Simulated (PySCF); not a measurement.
PySCF input (B3PW91/6-31G* (5d)):

```python
from pyscf import gto, dft

mol = gto.M(
    atom='''
    C     2.02286800    0.39930600    0.07500000
    O     0.80603200   -0.46357800    0.09808500
    B    -0.61099900   -0.09037700   -0.02559700
    C    -0.89570200    1.40031200   -0.28362900
    C    -1.57737500   -1.27882700    0.12107900
    H     1.75659900    1.28040100   -0.49425200
    H     2.79777800   -0.17396500   -0.42288200
    H     2.27553300    0.63607300    1.10341300
    H     0.98975300   -1.39676300    0.29553000
    H    -0.42470200    2.05595400    0.45546900
    H    -1.96560700    1.60277600   -0.27811700
    H    -0.51279300    1.71077200   -1.26341200
    H    -1.12808600   -2.26514800    0.25640000
    H    -2.23520800   -1.32218300   -0.75337700
    H    -2.24528200   -1.09215500    0.96983900
    ''',
    basis='6-31g*',
    charge=1,
    spin=0,
    verbose=4,
)

mf = dft.RKS(mol, xc='b3pw91')
mf.grids.level = 3
mf.conv_tol = 1e-9
mf.max_cycle = 100
mf.max_memory = 1500
mf.kernel()
if not mf.converged:
    mf = mf.newton()
    mf.kernel(mf.make_rdm1())
mf.dip_moment()
```

Output:

```
PySCF version 2.14.0

[INPUT] verbose = 4
[INPUT] num. atoms = 15
[INPUT] num. electrons = 40
[INPUT] charge = 1
[INPUT] spin (= nelec alpha-beta = 2S) = 0
[INPUT] symmetry False subgroup None
[INPUT] Mole.unit = angstrom
[INPUT] Symbol           X                Y                Z      unit          X                Y                Z       unit  Magmom
[INPUT]  1 C      2.022868000000   0.399306000000   0.075000000000 AA    3.822666506147   0.754578979896   0.141729459342 Bohr   0.0
[INPUT]  2 O      0.806032000000  -0.463578000000   0.098085000000 AA    1.523179727635  -0.876035457374   0.185353786928 Bohr   0.0
[INPUT]  3 B     -0.610999000000  -0.090377000000  -0.025597000000 AA   -1.154620772383  -0.170787777960  -0.048371319610 Bohr   0.0
[INPUT]  4 C     -0.895702000000   1.400312000000  -0.283629000000 AA   -1.692631469225   2.646206168942  -0.535981130984 Bohr   0.0
[INPUT]  5 C     -1.577375000000  -1.278827000000   0.121079000000 AA   -2.980806745736  -2.416632790699   0.228806149436 Bohr   0.0
[INPUT]  6 H      1.756599000000   1.280401000000  -0.494252000000 AA    3.319491020685   2.419607219619  -0.934000916519 Bohr   0.0
[INPUT]  7 H      2.797778000000  -0.173965000000  -0.422882000000 AA    5.287034177333  -0.328746205260  -0.799131163008 Bohr   0.0
[INPUT]  8 H      2.275533000000   0.636073000000   1.103413000000 AA    4.300134157410   1.202003765230   2.085148372285 Bohr   0.0
[INPUT]  9 H      0.989753000000  -1.396763000000   0.295530000000 AA    1.870362100967  -2.639499530926   0.558470761593 Bohr   0.0
[INPUT] 10 H     -0.424702000000   2.055954000000   0.455469000000 AA   -0.802570464555   3.885189984704   0.860711668230 Bohr   0.0
[INPUT] 11 H     -1.965607000000   1.602776000000  -0.278117000000 AA   -3.714458898528   3.028807679026  -0.525564960586 Bohr   0.0
[INPUT] 12 H     -0.512793000000   1.710772000000  -1.263412000000 AA   -0.969038328594   3.232890541574  -2.387502662489 Bohr   0.0
[INPUT] 13 H     -1.128086000000  -2.265148000000   0.256400000000 AA   -2.131773584956  -4.280509351606   0.484525778338 Bohr   0.0
[INPUT] 14 H     -2.235208000000  -1.322183000000  -0.753377000000 AA   -4.223930951437  -2.498563756556  -1.423676198546 Bohr   0.0
[INPUT] 15 H     -2.245282000000  -1.092155000000   0.969839000000 AA   -4.242968052416  -2.063873835574   1.832730094922 Bohr   0.0

nuclear repulsion = 179.261558310484
number of shells = 50
number of NR pGTOs = 175
number of NR cGTOs = 90
basis = 6-31g*
ecp = {}

******** <class 'pyscf.dft.rks.RKS'> ********
method = RKS
initial guess = minao
damping factor = 0
level_shift factor = 0
DIIS = <class 'pyscf.scf.diis.CDIIS'>
diis_start_cycle = 1
diis_space = 8
diis_damp = 0
SCF conv_tol = 1e-09
SCF conv_tol_grad = None
SCF max_cycles = 100
direct_scf = True
direct_scf_tol = 1e-13
XC library pyscf.dft.libxc version 7.1.2
    S. Lehtola, C. Steigemann, M. J. T. Oliveira, and M. A. L. Marques,  SoftwareX 7, 1–5 (2018)
XC functionals = b3pw91
    A. D. Becke,  J. Chem. Phys. 98, 5648 (1993)
radial grids:
    Treutler-Ahlrichs [JCP 102, 346 (1995); DOI:10.1063/1.469408] (M4) radial grids

becke partition: Becke, JCP 88, 2547 (1988); DOI:10.1063/1.454033
pruning grids: <function nwchem_prune>
grids dens level: 3
symmetrized grids: False
atomic radii adjust function: <function treutler_atomic_radii_adjust>
small_rho_cutoff = 0
Set gradient conv threshold to 3.16228e-05
Initial guess from minao.
tot grids = 168568
init E= -220.592476122336
  HOMO = -0.39960215466366  LUMO = -0.0760609739003599  gap/eV = 8.80400
cycle= 1 E= -220.038170798999  delta_E= 0.554  |g|= 0.491  |ddm|= 3.15
  HOMO = -0.465365309185593  LUMO = -0.179085833300839  gap/eV = 7.79006
cycle= 2 E= -220.036103472086  delta_E= 0.00207  |g|=  0.5  |ddm|= 0.792
  HOMO = -0.524087638793256  LUMO = -0.202587865220171  gap/eV = 8.74845
cycle= 3 E= -220.09508826913  delta_E= -0.059  |g|= 0.0574  |ddm|= 0.397
  HOMO = -0.522000138930792  LUMO = -0.197408188351321  gap/eV = 8.83260
cycle= 4 E= -220.095597270803  delta_E= -0.000509  |g|= 0.0295  |ddm|= 0.0534
  HOMO = -0.51984287848323  LUMO = -0.196933735691725  gap/eV = 8.78681
cycle= 5 E= -220.095772324274  delta_E= -0.000175  |g|= 0.00326  |ddm|= 0.0191
  HOMO = -0.520136921226575  LUMO = -0.197124706343811  gap/eV = 8.78961
cycle= 6 E= -220.09577456439  delta_E= -2.24e-06  |g|= 0.000976  |ddm|= 0.00343
  HOMO = -0.520051986749579  LUMO = -0.197034380247224  gap/eV = 8.78976
cycle= 7 E= -220.095774796386  delta_E= -2.32e-07  |g|= 0.000193  |ddm|= 0.000895
  HOMO = -0.520060358438067  LUMO = -0.197048014858344  gap/eV = 8.78961
cycle= 8 E= -220.095774805351  delta_E= -8.97e-09  |g|= 2.95e-05  |ddm|= 0.000167
  HOMO = -0.520064214947352  LUMO = -0.197051881065793  gap/eV = 8.78961
cycle= 9 E= -220.095774805572  delta_E= -2.21e-10  |g|= 9.6e-06  |ddm|= 3.94e-05
  HOMO = -0.520062706289065  LUMO = -0.197049513260954  gap/eV = 8.78964
Extra cycle  E= -220.095774805569  delta_E= 2.84e-12  |g|= 1.05e-05  |ddm|= 1.79e-05
converged SCF energy = -220.095774805569

WARN: System has nonzero charge 1; the dipole moment is origin-dependent.
Location of origin: [0. 0. 0.]

Dipole moment(X, Y, Z, Debye):  2.90936, -1.02559,  0.39430
```

The dipole moment of an ion depends on the origin.

The geometry given is a B3LYP-D3(BJ)/def2-TZVP minimum.
